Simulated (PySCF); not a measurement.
**A small calculation by hand: dipole moment from atomic charges**

Si(Br)2(OH)2 (Br₂H₂O₂Si), SMILES Br[Si](Br)(O)O. Atoms are numbered in the order given.

```xyz
7

O     -0.0781     1.3784     1.5868
Si     0.0000     0.0000     0.6886
O      0.0781    -1.3784     1.5868
Br    -1.8345     0.0058    -0.5580
Br     1.8345    -0.0058    -0.5580
H      0.7405     1.6624     2.0145
H     -0.7405    -1.6624     2.0145
```
Charge 0, spin multiplicity 1.

Coordinates come from a B3LYP-D3(BJ)/def2-SVP optimisation. This is a generated structure with no PubChem entry under its InChIKey; it may be hypothetical. Other conformers were not sampled.

Charges (e) from PySCF with PBE/def2-TZVP:

```
atom     IAO  ESP fit
----  ------  -------
O1    -0.764   -0.494
Si2    1.238    0.188
O3    -0.764   -0.494
Br4   -0.235   -0.036
Br5   -0.235   -0.036
H6     0.380    0.436
H7     0.380    0.436
```

The dipole moment of the full density is 1.74 D.

Question: What dipole moment does each set of point charges give, and which comes closer to that of the density?

Answer: 
μ = Σ q r, and 1 e Å = 4.8032 D.
IAO: Σ q r = (0.000, 0.000, 0.221) e Å, |μ| = 1.06 D.
ESP fit: Σ q r = (0.000, 0.000, 0.359) e Å, |μ| = 1.72 D.
ESP fit comes closer in size. Point charges leave out the atoms' own dipoles (lone pairs, polarised bonds); fits to the potential absorb them, partitions of the density don't.
